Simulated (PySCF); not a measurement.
## Electron correlation in Br²⁺ (bromine, charge +2)

[Ar] 3d10 4s2 4p2 5s1, high-spin 4P determinant (an excited configuration). Computed with PySCF 2.14 in aug-cc-pVDZ-DK, with scalar relativity by spin-free X2C-1e. Frozen: [Ar] 3d10; 5 electrons correlated.

```
  level  correlation energy (mhartree)
   CCSD                         -75.04
    (T)                          -1.07
CCSD(T)                         -76.11
  CCSDT                         -76.41
```

Diagnostics: T1 = 0.036, D1 = 0.1129, largest double amplitude 0.089.

The outer electron is Rydberg-like, and this basis confines it to a smaller radius and binds it less than a complete one would. T1 exceeds 0.03, a sign that the reference determinant is poor.

Cost of the coupled-cluster step: of the order of 0.3 core-seconds, for 5 correlated electrons.

Iterations:

```
CC2 = 0
CCSD nocc = (np.int64(4), np.int64(1)), nmo = (22, 22)
frozen orbitals [[0, 1, 2, 3, 4, 5, 6, 7, 8, 9, 10, 11, 12, 13], [0, 1, 2, 3, 4, 5, 6, 7, 8, 9, 10, 11, 12, 13]]
max_cycle = 100
direct = 0
conv_tol = 1e-08
conv_tol_normt = 1e-06
diis_space = 8
diis_start_cycle = 0
Init t2, MP2 energy = -0.058139821093582
Init E_corr(UCCSD) = -0.0581398210938867
cycle = 1  E_corr(UCCSD) = -0.0709417134637175  dE = -0.0128018924  norm(t1,t2) = 0.0501498
cycle = 2  E_corr(UCCSD) = -0.0743281919497853  dE = -0.00338647849  norm(t1,t2) = 0.0364138
cycle = 3  E_corr(UCCSD) = -0.0727872440979533  dE = 0.00154094785  norm(t1,t2) = 0.0450462
cycle = 4  E_corr(UCCSD) = -0.0748993249256194  dE = -0.00211208083  norm(t1,t2) = 0.0272405
cycle = 5  E_corr(UCCSD) = -0.0749090379373733  dE = -9.71301175e-06  norm(t1,t2) = 0.00659057
cycle = 6  E_corr(UCCSD) = -0.0749926113963276  dE = -8.3573459e-05  norm(t1,t2) = 0.00417398
cycle = 7  E_corr(UCCSD) = -0.0749511260316216  dE = 4.14853647e-05  norm(t1,t2) = 0.00256712
cycle = 8  E_corr(UCCSD) = -0.0749809928579675  dE = -2.98668263e-05  norm(t1,t2) = 0.00190819
cycle = 9  E_corr(UCCSD) = -0.0750142185644578  dE = -3.32257065e-05  norm(t1,t2) = 0.00141785
cycle = 10  E_corr(UCCSD) = -0.0750344672970755  dE = -2.02487326e-05  norm(t1,t2) = 0.000513227
cycle = 11  E_corr(UCCSD) = -0.0750384513198007  dE = -3.98402273e-06  norm(t1,t2) = 0.000112841
cycle = 12  E_corr(UCCSD) = -0.075038036319567  dE = 4.15000234e-07  norm(t1,t2) = 3.11204e-05
cycle = 13  E_corr(UCCSD) = -0.075037336767055  dE = 6.99552512e-07  norm(t1,t2) = 4.29076e-06
cycle = 14  E_corr(UCCSD) = -0.0750372929294613  dE = 4.38375937e-08  norm(t1,t2) = 7.45236e-07
cycle = 15  E_corr(UCCSD) = -0.0750373130814548  dE = -2.01519935e-08  norm(t1,t2) = 3.06779e-07
cycle = 16  E_corr(UCCSD) = -0.0750373164366319  dE = -3.35517712e-09  norm(t1,t2) = 2.15452e-07
UCCSD converged
E(UCCSD) = -2602.566068952066  E_corr = -0.07503731643663188
UCCSD(T) correction = -0.00106669839384669
```
